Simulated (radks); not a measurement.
Values are calculated unless marked as measured or tabulated.
Problem. The table gives one normalised radial function P(r) = r R(r) of Tl2+ in [Xe] 4f14 5d9.75 6s1 7s0.25 (r in bohr). Code: a radial shooting solver on a logarithmic mesh with Libxc functionals. Model: scalar-relativistic Kohn-Sham, r2SCAN, spin-unpolarised, spherical densities, finite nucleus; meta-GGA in the generalised Kohn-Sham scheme; Fermi nuclear charge, rms radius 5.4759 fm.

| r | P |
|---|---|
| 0.0006175 | 0.0099 |
| 0.0007247 | 0.0111 |
| 0.0008504 | 0.0125 |
| 0.001006 | 0.0141 |
| 0.001181 | 0.0158 |
| 0.001385 | 0.0177 |
| 0.001626 | 0.0196 |
| 0.001908 | 0.0217 |
| 0.002257 | 0.0240 |
| 0.002648 | 0.0262 |
| 0.003108 | 0.0285 |
| 0.003647 | 0.0306 |
| 0.00428 | 0.0325 |
| 0.005023 | 0.0341 |
| 0.005942 | 0.0351 |
| 0.006973 | 0.0352 |
| 0.008182 | 0.0342 |
| 0.009602 | 0.0318 |
| 0.01127 | 0.0278 |
| 0.01333 | 0.0214 |
| 0.01564 | 0.0131 |
| 0.01836 | 0.0027 |
| 0.02154 | -0.0095 |
| 0.02528 | -0.0228 |
| 0.0299 | -0.0364 |
| 0.03509 | -0.0472 |
| 0.04118 | -0.0535 |
| 0.04833 | -0.0529 |
| 0.05671 | -0.0432 |
| 0.06709 | -0.0227 |
| 0.07873 | 0.0051 |
| 0.09239 | 0.0364 |
| 0.1084 | 0.0633 |
| 0.1272 | 0.0768 |
| 0.1493 | 0.0687 |
| 0.1766 | 0.0342 |
| 0.2073 | -0.0172 |
| 0.2432 | -0.0707 |
| 0.2854 | -0.1054 |
| 0.3349 | -0.1030 |
| 0.3962 | -0.0538 |
| 0.465 | 0.0249 |
| 0.5456 | 0.1069 |
| 0.6403 | 0.1597 |
| 0.7514 | 0.1583 |
| 0.8889 | 0.0915 |
| 1.043 | -0.0182 |
| 1.224 | -0.1404 |
| 1.437 | -0.2377 |
| 1.686 | -0.2784 |
| 1.994 | -0.2410 |
| 2.34 | -0.1290 |
| 2.746 | 0.0384 |
| 3.223 | 0.2291 |
| 3.782 | 0.3990 |
| 4.438 | 0.5063 |
| 5.25 | 0.5252 |
| 6.161 | 0.4498 |
| 7.23 | 0.3192 |
| 8.484 | 0.1852 |
| 9.956 | 0.0864 |
| 11.78 | 0.0299 |
| 13.82 | 0.0083 |
| 16.22 | 0.0017 |

Which n and l does it have? It may be an empty orbital.

Solution. n = 7, l = 0: the number of nodes gives n - l - 1 = 6, the rise at small r (about r^(l+1), flatter next to the nucleus through relativity) gives l, and the extent must fit the shell. The curve is that of 7s. 7s: eigenvalue -9.453 eV, 6 radial nodes at r = 0.0190, 0.0766, 0.197, 0.444, 1.02, 2.66 bohr, <r> = 5.27 bohr, 90 % of the charge inside 7.36 bohr.
